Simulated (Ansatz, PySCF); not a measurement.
C₂H₉AsGa (SMILES [CH3][Ga+]([CH3])<-[AsH3]), charge +1, singlet, geometry from GFN2-xTB (such geometries of metal compounds can be far from the true shape). Base run: CASSCF(4,4)/STO-3G (PySCF).

The PySCF input:
```python
from pyscf import gto, scf, mcscf
import numpy

mol = gto.Mole()
mol.atom = '''
    Ga   -0.054757    1.187686    0.321294
    C     1.495773    1.866511   -0.826408
    H     2.402937    1.320110   -0.547926
    H     1.647737    2.938363   -0.669458
    H     1.262598    1.677359   -1.879374
    C    -1.630718    1.022691    1.614309
    H    -2.503964    0.663346    1.060030
    H    -1.856597    1.991414    2.069499
    H    -1.369177    0.300172    2.394468
    As    0.079321   -1.684680   -0.459582
    H     0.545156   -2.740786    0.478920
    H     0.882981   -2.237026   -1.581905
    H    -1.122113   -2.472000   -0.845570
'''
mol.basis = 'sto-3g'
mol.charge = 1
mol.spin = 0
mol.verbose = 4
mol.build()

mf = scf.RHF(mol)
mf.kernel()
mc = mcscf.CASSCF(mf, 4, 4)
mc.fix_spin_(ss=0.0)
mc.kernel()
occ = numpy.linalg.eigvalsh(mc.fcisolver.make_rdm1(mc.ci, mc.ncas, mc.nelecas))[::-1]
ss = mc.fcisolver.spin_square(mc.ci, mc.ncas, mc.nelecas)[0]
print('natural occupations', occ.round(4), ' <S^2>', round(ss, 4))
```

Programs used: Ansatz (a quantum-chemistry and plane-wave program), PySCF; a row that names a program was run with it.

Each row names what was changed in the base input (with any setting that the change needs).

| change | ΔE vs base (kcal/mol) | natural occupations | <S^2> of the state | outcome |
|---|---|---|---|---|
| base | 0.000 | 1.96 1.00 1.00 0.04 | 0.00 | converged |
| code = ansatz | 0.012 | - | - | converged |
| orbitals = fixed (CASCI); correction = SC-NEVPT2 | -72.0 | 2.00 1.99 0.01 0.00 | 0.00 | converged |
| correction = SC-NEVPT2 | -103.9 | 1.96 1.00 1.00 0.04 | 0.00 | converged |
| active space = 10 electrons, 8 orbitals | - | - | - | not converged |
| solver = newton | 0.000 | 1.96 1.00 1.00 0.04 | 0.00 | converged |
| active space = 6 electrons, 6 orbitals | -11.34 | 1.97 1.96 1.00 1.00 0.06 0.02 | 0.00 | converged |
| active space = 10 electrons, 9 orbitals | - | - | - | not converged |
| start = MP2 natural orbitals | 16.07 | 1.96 1.88 0.13 0.02 | 0.00 | converged |
| fix_spin_ = off | - | - | - | not converged |
| orbitals = fixed (CASCI) | 47.98 | 2.00 1.99 0.01 0.00 | 0.00 | converged |

Active orbitals are taken around the Fermi level unless the row says otherwise; CASSCF can end in different local minima, and two programs can end on different orbitals. State-averaged rows give the lowest state.
